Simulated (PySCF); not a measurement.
# Dipole moment and polarisability of `CC(=O)N/C(C)=C\F`

C5H8FNO.
Structure used (GFN2-xTB), in Å, numbered top down from 1:
```
atom  x, y, z in Å
C1     2.592   -0.193   -0.354
C2     1.288    0.392    0.149
O3     1.220    1.392    0.822
N4     0.210   -0.348   -0.252
C5    -1.144   -0.136    0.007
C6    -1.554    1.037    0.830
C7    -2.042   -0.987   -0.488
F8    -1.661   -2.056   -1.237
H9     2.721   -1.205    0.025
H10    3.416    0.426   -0.011
H11    2.595   -0.224   -1.441
H12    0.397   -1.167   -0.816
H13   -1.211    1.959    0.365
H14   -2.634    1.062    0.935
H15   -1.093    0.985    1.814
H16   -3.108   -0.929   -0.358
```

Level: PBE0/def2-SVPD (PySCF), static field, nuclei fixed, core orbitals frozen in the response. The polarisability tensor in these axes (au):

```
x   93.97 10.14  3.09
y   10.14 72.64 13.72
z    3.09 13.72 59.80
```

Task: Diagonalise the tensor; give its mean and Δα, where Δα² is half the sum of the squared differences of the eigenvalues.

Result: Principal values 50.87, 75.74 and 99.80 au; mean 75.47 au = 11.18 Å³ = 12.44 × 10⁻⁴⁰ C²·m²/J; Δα = 42.38 au (56 % of the mean).

Task: What is the dipole moment, and where does it point?

Result: (-0.06, -1.34, -0.89) D, 1.61 D in size, pointing from the negative to the positive side. Measured along this direction, the outermost atoms are H13 and H15 at the negative end and F8 at the positive end.

Task: Rayleigh depolarisation ratio (linearly polarised light, static tensor)?

Result: ρ = 3Δα²/(45ᾱ² + 4Δα²) = 5387.5/(256301 + 7183.4) = 0.0204.

Task: What are the principal values of the traceless quadrupole moment, Θ = ½Σq(3rr − r²1), about the centre of nuclear charge?

Result: -15.31, 0.45, 14.86 D·Å. The values depend on the origin, since the dipole doesn't vanish. The electronic extent ⟨r²⟩ about the same centre is 1138 bohr², a root-mean-square distance of 2.27 Å for the 62 electrons.

Task: What would n − 1 = 2πNα be for an ideal gas of these molecules at 400 K and 1 atm, electronic part alone?

Result: N = p/kT = 1.8347 × 10¹⁹ cm⁻³, so n − 1 = 2π × N × 11.18 × 10⁻²⁴ cm³ = 1289 × 10⁻⁶ at long wavelengths.

The structure is a single GFN2-xTB conformer in the gas phase; no vibrational or solvent corrections.
